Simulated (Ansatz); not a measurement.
Breaking a bond: SMILES O1C(C)(C(C)(OB1)C)C. The C1–C19 bond (C1 also carries C, C, O; C19 carries H, H, H) is pulled apart rigidly from the PBE0/def2-SVP optimised geometry.

Calculation: unrestricted PBE0/def2-SVP (Ansatz, a quantum-chemistry and plane-wave program).

Q: Relative to R = 1.53 Å, what are the energies at R = 1.25, 1.48, 1.65, 1.86 Å?

A: 66.3 mEh at 1.25 Å, 1.1 mEh at 1.48 Å, 6.5 mEh at 1.65 Å, 33.7 mEh at 1.86 Å.

The unrestricted determinant behind UKS-PBE0 is spin-contaminated at 2.51 to 4.47 Å (<S²> up to 1.0, against 0.00 for a pure singlet).
